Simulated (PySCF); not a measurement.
A GIAO shielding run with PySCF 2.14.0 with density-fitted response routines (density fitting, non-relativistic, gas phase) on `InChI=1S/C4H7Cl3Si2/c1-2-3-8(4-5)9(6)7/h8-9H,4H2,1H3/t8-/m1/s1`:

```
$ OMP_NUM_THREADS=1 python probes_run.py task.json out

{"job": {"kind": "nmr", "xc": "PBE0", "basis": "pcSseg-1"}, "charge": 0, "multiplicity": 1}
C      3.473310     0.401496    -0.262606
C      2.094590     0.053886    -0.020281
C      0.942871    -0.252449     0.174549
Si    -0.833684    -0.617267     0.519057
C     -1.501192    -1.497201    -1.049824
Cl    -3.232631    -1.858878    -0.793787
Si    -2.118731     1.284384     0.912633
Cl    -2.113584     2.537697    -0.682709
Cl    -1.320595     2.305544     2.478572
H      3.619908     1.468191    -0.095645
H      3.743243     0.162077    -1.290679
H      4.121064    -0.155444     0.413678
H     -0.911157    -1.584134     1.624234
H     -1.007104    -2.444745    -1.245828
H     -1.437754    -0.885195    -1.946183
H     -3.526150     1.090984     1.253408
```

Hardware: 1 thread of an Arm Neoverse V1, shared host. The job also computes population analyses, field gradients.

Question: How large is the calculation?

Answer: 110 electrons, 223 basis functions and 1275 auxiliary functions.

Question: How long does it take, and how much memory does it need?

Answer: 69 s of wall time, with 14 SCF cycles and 5 response iterations; peak memory 1.1 GiB. Times on a shared host scatter by some tens of per cent.
